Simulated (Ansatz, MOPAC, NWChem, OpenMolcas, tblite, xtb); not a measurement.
## C2H7BO (SMILES CCBO): methods side by side

The runs start from one conformer, not always the lowest.

C2H7BO, singlet, SMILES `CCBO`. Each level relaxes the structure for itself.

Quantity: the highest harmonic wavenumber at each level's own minimum, in cm⁻¹. The values are calculated.

```tsv
level	kind	program	value (cm⁻¹)
AM1	semi-empirical	MOPAC	3492
GFN2-xTB	semi-empirical	xtb	3573
PM3	semi-empirical	MOPAC	3883
GFN1-xTB	semi-empirical	tblite	3665
HF/3-21G	Hartree–Fock	OpenMolcas	3907
HF/6-31G* (spherical functions)	Hartree–Fock	NWChem	4093
HF/6-31G* (Cartesian functions)	Hartree–Fock	OpenMolcas	4110
B3LYP/6-31G* (spherical functions)	global hybrid	NWChem	3731
PBE0-D4/def2-TZVP	global hybrid	Ansatz	3851
```

Harmonic and unscaled. The values span 3492 to 4110 cm⁻¹.
